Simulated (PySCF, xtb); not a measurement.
Al(F)(GeH3)(Me) (CH₆AlFGe), SMILES [Al]([CH3])([F])[GeH3].

GFN2-xTB in xtb at its own geometry gives an orbital gap of 4.01 eV and a dipole moment of 2.28 D.

Geometry optimised at PBE0-D3(BJ)/def2-SVP.

What does r2SCAN/def2-TZVP in PySCF give? (An estimate is asked for; the answer gives what the named calculation found.)

gap 4.85 eV (levels -6.74 and -1.90 eV), dipole 1.77 D.
